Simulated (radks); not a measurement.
Spherical quantum dot in the effective-mass picture: electrons in a well V = -V0 / (1 + exp((r - R)/a)) with V0 = 26.5, R = 2.19, a = 0.094, with a point charge +2 (a donor) at the centre, all in effective atomic units (hartree* = m*/eps^2 hartree, bohr* = eps/m* bohr), one dielectric constant everywhere. Method: non-relativistic Kohn-Sham, exchange-only LDA, spin-polarised, spherical densities; computed with a radial shooting solver with Libxc functionals. Levels are named by radial order and angular momentum (1s, 1p, 1d, 2s, ...), and open shells are averaged over m. Results are scaled to m* = 0.259 and eps = 16.5, for which hartree* = 25.89 meV and bohr* = 3.371 nm.

N = 16, configuration 1s2 1p6 1d(up 5, down 2) 2s(up 1, down 0). This is the lowest configuration that the search found. Occupied and some empty levels:

| level | occupation | eigenvalue (meV) | <r> (nm) |
|---|---|---|---|
| 1s up | 1 | -453.73 | 3.595 |
| 1s down | 1 | -449.73 | 3.682 |
| 1p up | 3 | -426.10 | 4.778 |
| 1p down | 3 | -422.99 | 4.775 |
| 2s up | 1 | -399.97 | 3.564 |
| 1d up | 5 | -396.85 | 5.145 |
| 2s down | 0 | -394.25 | 3.542 |
| 1d down | 2 | -393.69 | 5.143 |
| 1f up | 0 | -360.56 | 5.394 |
| 1f down | 0 | -357.35 | 5.394 |
| 2p up | 0 | -327.47 | 3.976 |
| 2p down | 0 | -324.22 | 3.999 |
| 1g up | 0 | -317.44 | 5.590 |
| 1g down | 0 | -314.23 | 5.592 |

Energy (meV): total -8658.61, kinetic 954.57, external -11487, Hartree 2117.8, exchange-correlation -244.38.
